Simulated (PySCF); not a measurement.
# HTlO, singlet: structure and spectrum

Computed with PBE0/[Tl def2-TZVP with ECP60, O def2-TZVP, H def2-TZVP], scalar-relativistic core potentials, density fitting, no spin–orbit coupling, PySCF.

The structure is a minimum.

| Quantity | Value |
| --- | --- |
| Point group | C∞v |
| Bond lengths | Tl–H 1.649 Å, Tl–O 1.851 Å |
| Bond angles | H–Tl–O 180.0° |
| Principal polarisabilities | 28.1, 28.1, 54.1 bohr³ |
| Principal quadrupole moments (Buckingham, traceless) about the centre of mass | -10.14, 5.07, 5.07 D Å |
| Dipole moment | 4.76 D |
| Entropy at 298.15 K and 1 bar | 243.4 J/(mol K) |
| Highest occupied level | -7.28 eV |
| Enthalpy at 298.15 K above 0 K | 9.76 kJ/mol |
| Atomisation energy without zero-point energy | 516 kJ/mol |
| Rotational symmetry number | 1 |
| Lowest empty level | -1.36 eV |
| Heat capacity Cp at 298.15 K | 40.7 J/(mol K) |
| Zero-point energy | 24.0 kJ/mol |
| Rotational constants | 0.3121 cm⁻¹ |

Harmonic modes (masses in u: Tl 204.974, O 15.995, H 1.008):
```csv
symmetry,ω (cm⁻¹),"IR (km/mol, summed over degenerate members)",type
π,587,2.1,bend
σ+,803,50.1,stretch
σ+,2039,146,stretch
```

In C∞v the vibrations span π + 2σ+.

Charges (e):
| atom | Mulliken | Löwdin | polar tensor | Mayer order to Tl1 |
| --- | --- | --- | --- | --- |
| Tl1 | 0.57 | 0.49 | 0.79 | – |
| O2 | -0.59 | -0.43 | -0.66 | 1.89 |
| H3 | 0.03 | -0.06 | -0.12 | 0.86 |

Mulliken populations on Tl1 (electrons outside its core potential): s 3.41, p 6.99, d 9.96, f 0.08.

Outer orbital energies (eV). occupied: -18.79, -18.71, -18.71, -18.51, -12.59, -8.79, -7.28, -7.28; empty: -1.36, -1.36, -0.88, 1.76.

Counting electrons, thallium keeps none of its valence electrons outside its bonds, so the VSEPR class is AX2 and the expected shape is linear; with unlike ligands the computed point group is C∞v.

Other isomers or separated fragments may lie lower. No spin–orbit coupling is included, which matters more the heavier the element.

The final relaxation and frequency run took of the order of 40 core-seconds on a shared host.
